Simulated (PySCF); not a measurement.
Peak assignment

Structure with atom numbers: `[CH3:1][C:2]([CH3:3])([CH3:4])/[C:5]([F:6])=[C:7](/[SiH3:8])[CH2:9][F:10]`; H(Xn) means a hydrogen on atom n.

[PySCF 2.14.0 with density-fitted response routines: structure optimised with GFN2-xTB; shieldings: GIAO PBE0/pcSseg-1; non-relativistic Hamiltonian; one conformer; equivalent nuclei averaged; no solvent]

δ = σ(ref) − σ, references computed at the same level: TMS for $^{13}$C and $^{1}$H.

**Question.** Assign these signals to the numbered atoms. $^{13}$C{$^{1}$H} NMR (computed): δ 179.9, 113.8, 82.6, 38.9, 29.6.

**Answer.** 
179.9 → C5, fully substituted alkene carbon
113.8 → C7, fully substituted alkene carbon: the olefinic region
82.6 → C9, allylic sp3 CH2 bonded to F: deshielded by the electronegative neighbour
38.9 → C2, allylic quaternary sp3 carbon: a saturated carbon with 4 carbon neighbours and no heteroatom attached
29.6 → C1/C3/C4, methyl carbon: saturated and bonded to C and H only

**Question.** Assign these signals to the numbered atoms. $^{1}$H NMR (600 MHz, computed): δ 5.59 (m, 2H), 4.24 (s, 3H), 1.23 (s, 9H).

**Answer.** 
| δ (ppm) | atoms | environment | reason |
| --- | --- | --- | --- |
| 5.59 | H(C9) | hydrogen on an allylic sp3 CH2 bonded to F | its carbon carries F, which withdraws density |
| 4.24 | H(Si8) | hydrogen on a silicon bonded to C | – |
| 1.23 | H(C1)/H(C3)/H(C4) | hydrogen on a methyl carbon | – |

Splittings by $^{19}$F in the carbon and heteronuclear signals aren't shown, as no couplings were computed. Shifts are as computed. Against solution values, carbons near 30 ppm lie about +3 ppm off and those near 130 ppm about +5 ppm. Of 1211 compounds with measured shifts, 218 miss one by over three times the rms of a fit or turn the order of signals round; such compounds aren't used in these exercises. No couplings were computed; multiplicities are counted from neighbouring protons, with m where these are inequivalent, close in shift, in a saturated or five-membered ring or joined by F or P, and br s for small geminal =CH2 splittings.
